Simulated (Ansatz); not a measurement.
Ansatz (an electronic-structure program) input (B3LYP/6-31G* with LANL2DZ past Ar): The .json file joins the Basis Set Exchange's 6-31G* for atoms up to Ar and LANL2DZ past it.

Ansatz 0.2 input:
```yaml
crystal:
  periodic: [false, false, false]
  atoms:
    - {symbol: I, position_ang: [2.06232700, -0.38419300, 0.06906700]}
    - {symbol: C, position_ang: [-0.08611300, -0.14602600, -0.00981600]}
    - {symbol: C, position_ang: [-0.95142100, -1.28535600, -0.09441900]}
    - {symbol: C, position_ang: [-2.31223500, -1.07152400, -0.14169000]}
    - {symbol: Se, position_ang: [-2.49458300, 0.85449300, -0.06687300]}
    - {symbol: C, position_ang: [-0.62595400, 1.09604700, 0.02092800]}
    - {symbol: H, position_ang: [-0.52903300, -2.28590200, -0.11970200]}
    - {symbol: H, position_ang: [-0.10410800, 2.03652100, 0.08278700]}
basis:
  gaussian:
    orbitals: 6-31Gs+LANL2DZ.json
hamiltonian:
  xc: {name: B3LYP}
total_charge: -1
relax: {f_tol: 0.003, max_steps: 120}
```

Output:

```
Functional definition: B3LYP
integrals: 0.04 GiB planned
996 factors; integrals over basis functions are off by at most 4.0e-4 eV
mean field: 0.29 GiB planned
mean field evaluation 1: about -4735.2771 eV, gradient 4.0e1 eV
mean field evaluation 2: about -4697.7954 eV, gradient 1.0e2 eV
mean field evaluation 4: about -4739.3510 eV, gradient 6.9e0 eV
mean field evaluation 8: about -4739.5645 eV, gradient 5.3e-1 eV
mean field evaluation 16: about -4739.5654 eV, gradient 7.5e-5 eV
mean field -4739.56535943 eV, -174.1758143662 hartree, gradient 7.5e-5 eV, S^2 0.000000; 0 other end points of the search recorded, 0 dependent functions left out
the calculation of the forces begins
reference -4739.56560709 eV, -174.1758234678 hartree; 20, 20 occupied and 60, 60 virtual orbitals, 996 factors
relax step   1: F+E_penalty+E_count = -4739.56535943 eV  Δ(F+E_penalty+E_count) = +0.000e0 eV  max|allowed force component| = 8.757e-1 eV/Å  Δτ_max = 0.0000 Å  (30 SCF iters, accepted)
these checks for a lower state are left out or cut short: starts, cluster_reference, orbital_swaps, neighbouring_geometries, increment
integrals: 0.04 GiB planned
996 factors; integrals over basis functions are off by at most 4.1e-4 eV
mean field: 0.29 GiB planned
mean field -4739.62574831 eV, -174.1780336168 hartree, gradient 2.3e-5 eV, S^2 0.000000; 0 other end points of the search recorded, 0 dependent functions left out
the calculation of the forces begins
reference -4739.62599757 eV, -174.1780427770 hartree; 20, 20 occupied and 60, 60 virtual orbitals, 996 factors
relax step   2: F+E_penalty+E_count = -4739.62574831 eV  Δ(F+E_penalty+E_count) = -6.039e-2 eV  max|allowed force component| = 6.146e-1 eV/Å  Δτ_max = 0.0617 Å  (33 SCF iters, accepted)
these checks for a lower state are left out or cut short: starts, cluster_reference, orbital_swaps, neighbouring_geometries, increment
integrals: 0.04 GiB planned
996 factors; integrals over basis functions are off by at most 4.2e-4 eV
mean field: 0.29 GiB planned
mean field evaluation 32: about -4739.6514 eV, gradient 1.7e-5 eV
mean field -4739.65135842 eV, -174.1789747707 hartree, gradient 1.7e-5 eV, S^2 0.000000; 0 other end points of the search recorded, 0 dependent functions left out
the calculation of the forces begins
reference -4739.65160824 eV, -174.1789839516 hartree; 20, 20 occupied and 60, 60 virtual orbitals, 996 factors
relax step   3: F+E_penalty+E_count = -4739.65135842 eV  Δ(F+E_penalty+E_count) = -2.561e-2 eV  max|allowed force component| = 2.489e-1 eV/Å  Δτ_max = 0.0304 Å  (34 SCF iters, accepted)
these checks for a lower state are left out or cut short: starts, cluster_reference, orbital_swaps, neighbouring_geometries, increment
integrals: 0.04 GiB planned
996 factors; integrals over basis functions are off by at most 4.2e-4 eV
mean field: 0.29 GiB planned
mean field -4739.65451750 eV, -174.1790908649 hartree, gradient 2.5e-5 eV, S^2 0.000000; 0 other end points of the search recorded, 0 dependent functions left out
the calculation of the forces begins
reference -4739.65476769 eV, -174.1791000592 hartree; 20, 20 occupied and 60, 60 virtual orbitals, 996 factors
relax step   4: F+E_penalty+E_count = -4739.65451750 eV  Δ(F+E_penalty+E_count) = -3.159e-3 eV  max|allowed force component| = 1.068e-1 eV/Å  Δτ_max = 0.0126 Å  (34 SCF iters, accepted)
these checks for a lower state are left out or cut short: starts, cluster_reference, orbital_swaps, neighbouring_geometries, increment
integrals: 0.04 GiB planned
996 factors; integrals over basis functions are off by at most 4.2e-4 eV
mean field: 0.29 GiB planned
mean field -4739.65417070 eV, -174.1790781202 hartree, gradient 1.3e-5 eV, S^2 0.000000; 0 other end points of the search recorded, 0 dependent functions left out
the calculation of the forces begins
reference -4739.65442091 eV, -174.1790873154 hartree; 20, 20 occupied and 60, 60 virtual orbitals, 996 factors
relax step   5: F+E_penalty+E_count = -4739.65417070 eV  Δ(F+E_penalty+E_count) = +3.468e-4 eV  max|allowed force component| = 1.278e-1 eV/Å  Δτ_max = 0.0050 Å  (28 SCF iters, rejected (line search))
these checks for a lower state are left out or cut short: starts, cluster_reference, orbital_swaps, neighbouring_geometries, increment
integrals: 0.04 GiB planned
996 factors; integrals over basis functions are off by at most 4.2e-4 eV
mean field: 0.29 GiB planned
mean field -4739.65492418 eV, -174.1791058101 hartree, gradient 1.8e-5 eV, S^2 0.000000; 0 other end points of the search recorded, 0 dependent functions left out
the calculation of the forces begins
reference -4739.65517439 eV, -174.1791150051 hartree; 20, 20 occupied and 60, 60 virtual orbitals, 996 factors
relax step   6: F+E_penalty+E_count = -4739.65492418 eV  Δ(F+E_penalty+E_count) = -4.067e-4 eV  max|allowed force component| = 3.273e-2 eV/Å  Δτ_max = 0.0024 Å  (28 SCF iters, accepted)
these checks for a lower state are left out or cut short: starts, cluster_reference, orbital_swaps, neighbouring_geometries, increment
integrals: 0.04 GiB planned
996 factors; integrals over basis functions are off by at most 4.2e-4 eV
mean field: 0.29 GiB planned
mean field -4739.65499698 eV, -174.1791084856 hartree, gradient 9.2e-6 eV, S^2 0.000000; 0 other end points of the search recorded, 0 dependent functions left out
the calculation of the forces begins
reference -4739.65524717 eV, -174.1791176797 hartree; 20, 20 occupied and 60, 60 virtual orbitals, 996 factors
relax step   7: F+E_penalty+E_count = -4739.65499698 eV  Δ(F+E_penalty+E_count) = -7.280e-5 eV  max|allowed force component| = 5.112e-3 eV/Å  Δτ_max = 0.0025 Å  (28 SCF iters, accepted)
these checks for a lower state are left out or cut short: starts, cluster_reference, orbital_swaps, neighbouring_geometries, increment
integrals: 0.04 GiB planned
996 factors; integrals over basis functions are off by at most 4.2e-4 eV
mean field: 0.29 GiB planned
mean field evaluation 64: about -4739.6550 eV, gradient 2.4e-2 eV
mean field -4739.65500034 eV, -174.1791086089 hartree, gradient 2.8e-5 eV, S^2 0.000000; 0 other end points of the search recorded, 0 dependent functions left out
the calculation of the forces begins
reference -4739.65525051 eV, -174.1791178027 hartree; 20, 20 occupied and 60, 60 virtual orbitals, 996 factors
relax step   8: F+E_penalty+E_count = -4739.65500034 eV  Δ(F+E_penalty+E_count) = -3.356e-6 eV  max|allowed force component| = 2.862e-3 eV/Å  Δτ_max = 0.0008 Å  (21 SCF iters, accepted)
integrals: 0.04 GiB planned
996 factors; integrals over basis functions are off by at most 4.2e-4 eV
mean field: 0.29 GiB planned
mean field -4739.65500034 eV, -174.1791086089 hartree, gradient 2.8e-5 eV, S^2 0.000000; 1 other end points of the search recorded, 0 dependent functions left out
the calculation of the forces begins
reference -4739.65525051 eV, -174.1791178027 hartree; 20, 20 occupied and 60, 60 virtual orbitals, 996 factors
Total energy: -4739.65525051 eV, -174.1791178027 hartree
Atom 0 at     2.130154    -0.381757     0.071985 Å, force    -0.000488    -0.000221    -0.000031 eV/Å
Atom 1 at    -0.111039    -0.143911    -0.010758 Å, force     0.001703    -0.001640     0.000005 eV/Å
Atom 2 at    -0.959951    -1.299061    -0.095359 Å, force    -0.000826     0.001119     0.000009 eV/Å
Atom 3 at    -2.328430    -1.127591    -0.144759 Å, force     0.000360    -0.000695    -0.000017 eV/Å
Atom 4 at    -2.531836     0.914650    -0.065844 Å, force     0.001032     0.000844     0.000084 eV/Å
Atom 5 at    -0.625139     1.106725     0.021422 Å, force    -0.001586    -0.000682    -0.000115 eV/Å
Atom 6 at    -0.525218    -2.298464    -0.120084 Å, force     0.000064    -0.001587    -0.000059 eV/Å
Atom 7 at    -0.089661     2.043468     0.083678 Å, force    -0.000258     0.002862     0.000124 eV/Å
Dipole moment:     1.064420     0.458670     0.063744 e Å
```

The dipole moment of an ion depends on the origin.

The geometry given is a B3LYP-D3(BJ)/def2-TZVP minimum.
